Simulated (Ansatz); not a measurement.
Molecule: InCl3 (charge 0, singlet). 
Geometry from a B3LYP-D3(BJ)/def2-TZVP (Ansatz, an electronic-structure program) optimisation:
SMILES: [Cl][In]([Cl])[Cl]
```xyz
4

In     0.0000     0.0000     0.0000
Cl     2.2440    -0.2968    -0.4832
Cl    -0.9240    -1.0046     1.8692
Cl    -1.3200     1.3014    -1.3860
```

Total electronic energies in hartree. Correlated levels leave the core frozen unless marked. Spin-orbit coupling is left out. Frozen are the shells of the preceding noble gas and the d and f shells that filled before the atom's block. In def2 rows, elements after Kr have scalar-relativistic effective core potentials. STO-3G rows are all-electron and non-relativistic. Basis-set limits of correlation are two-point, X^-3; Hartree-Fock from the larger set. The bracket is a focal-point correction in the basis named.

| level | program | energy (Eh) |
|---|---|---|
| RI-HF/def2-QZVPPD | Ansatz | -1567.95892 |
| BHLYP-D3(BJ)/def2-TZVPD | Ansatz + dftd3 | -1570.86576 |
| BHLYP/def2-TZVPD | Ansatz | -1570.85697 |
| CAM-B3LYP/def2-TZVPD | Ansatz | -1570.95273 |
| wB97X-V/def2-TZVPD | Ansatz | -1570.70752 |
| SCS-MP2/def2-SVPD | Ansatz | -1567.92281 |
| CCSD(T)/STO-3G | Ansatz | -7046.92297 |
| RI-MP2/CBS(def2-TZVPP,def2-QZVPP)+[CCSD(T)-MP2]/def2-SVP | Ansatz | -1568.7378 |
| CCSD(T)/CBS(def2-TZVPPD,def2-QZVPPD) | Ansatz | -1568.7686 |

Totals of different functionals don't rank their quality; only differences between species are comparable.
